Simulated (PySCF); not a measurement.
How methods differ on the ionisation energy of Nd⁺

Nd⁺ [Xe] 4f4 6s1 [4f5/2^4 6s1/2^1, M_J = 7/2] → Nd²⁺ [Xe] 4f4 [4f5/2^4, M_J = 4], as a difference of total energies. Calculation: PySCF 2.14, in x2c-SVPall-2c (7s10p9d3f1g, 112 functions); the two-component X2C-1e Hamiltonian. Correlated levels: [Ar] 3d10 frozen; the 16 highest virtual spinors dropped. "Screened" scales the spin-orbit matrix elements by Boettger's factors to mimic the two-electron term; Breit and QED terms are absent.

```csv
method,ionisation energy (eV)
GHF (spin-free),10.005
GMP2 (spin-free),10.665
GHF (screened spin-orbit),10.005
GMP2 (screened spin-orbit),10.663
```

Q: How much does correlation contribute at GMP2 (screened spin-orbit)?

A: 10.663 − (10.005) = 0.658 eV, measured against GHF (screened spin-orbit).

The spin-free rows relax to the high-spin LS determinant and lack the spin-orbit shift.

Errors of the correlated levels include the incompleteness of this basis and the frozen core.

The labels give the starting determinants; with spin-orbit coupling the two ends relaxed to ⟨J²⟩ = 20.19, ⟨L²⟩ = 41.89, ⟨S²⟩ = 8.73 and ⟨J²⟩ = 23.43, ⟨L²⟩ = 41.88, ⟨S²⟩ = 5.99.

The determinant of Nd⁺ and of Nd²⁺ mixes levels of different J (the jj label is only the starting occupation), so the difference between spin-free and spin-orbit rows is not the physical spin-orbit shift.

For comparison: 10.783 ± 0.02 eV (semi-empirical (NIST evaluation); NIST Atomic Spectra Database, ionization energies).
